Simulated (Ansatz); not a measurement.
Consider the ligand exchange at a Ta–Cl bond: `[NH]=[Ta]([NH2])([OH])[Cl]` + NH₃ → `[NH]=[Ta]([NH2])([NH2])[OH]` + HCl.

Program: Ansatz. Geometries: PBE0-D4/def2-TZVP. ΔE: electronic, gas phase. CCSD(T)/CBS adds triple-zeta CCSD(T) − MP2 to the extrapolated MP2 energy (def2 sets, frozen cores). This one scheme is used for every species. Functionals use def2-TZVPP. B3LYP here is the variant with VWN-RPA as its local correlation; programs differ in this. Elements past krypton have def2 core potentials. For Ta outer-core shells are correlated without core-valence functions, which leaves a few kJ/mol of doubt a bond. Each species was taken in one conformer, which may not be the lowest.

`[NH]=[Ta]([NH2])([OH])[Cl]`:

Cartesian coordinates in Å:
```
N -1.218 0.880 -0.827
Ta 0.317 0.206 -0.287
N 0.027 -0.168 1.626
O 0.724 -1.415 -1.201
Cl 2.056 1.730 -0.586
H -2.048 1.298 -1.211
H -0.802 0.053 2.154
H 0.689 -0.672 2.200
H 0.254 -1.912 -1.869
```

NH₃:

```xyz
4

N    -0.022    0.121   -0.254
H    -0.742    0.445    0.380
H    -0.107   -0.887   -0.309
H     0.870    0.320    0.183
```

`[NH]=[Ta]([NH2])([NH2])[OH]`:

```xyz
11

N     0.529    1.719   -0.420
Ta    0.198    0.006   -0.128
N    -1.592   -0.352   -0.929
N     0.205   -0.226    1.851
O     1.472   -1.210   -0.896
H     0.803    2.661   -0.640
H    -2.194    0.342   -1.341
H    -2.049   -1.253   -0.933
H     0.058   -1.105    2.327
H     0.303    0.517    2.524
H     2.267   -1.101   -1.415
```

HCl:

Cartesian coordinates in Å:
```
Cl 0.580 -0.130 0.236
H -0.580 0.130 -0.236
```

| level | ΔE (kJ/mol) |
| --- | --- |
| B3LYP-D4 | 91.9 |
| r2SCAN | 97.1 |
| CCSD/def2-SVP | 87.6 |
| HF/def2-TZVPP | 97.7 |

(1) What does CCSD(T)/CBS give? (An estimate is asked.)

(2) What do rigid-rotor, harmonic-oscillator terms from PBE0-D4/def2-TZVP frequencies (298.15 K, 1 bar) make of the CCSD(T)/CBS value? (Estimate.)

Largest T1 diagnostic among the species: 0.018.

## Answers

(1) Computed: +90.8 kJ/mol. The listed levels differ from it by 1.1, 6.3, -3.2, 6.9 kJ/mol.

(2) Ansatz gave: ΔZPE = -12.2 kJ/mol, ΔH = +79.7 kJ/mol, ΔS = 1 J/(mol·K), ΔG = +79.4 kJ/mol.

From BLYP to BHLYP (50 % exact exchange), in def2-TZVPP and without D4, ΔE moves by +3.3 kJ/mol. Leaving LDA and LC-ωPBE aside and taking each functional with its dispersion term where it has one, the values, not all of them listed here, spread over 11.8 kJ/mol, from CAM-B3LYP-D4 to B97M-V. LDA lies −6.7 kJ/mol from PBE without D4.
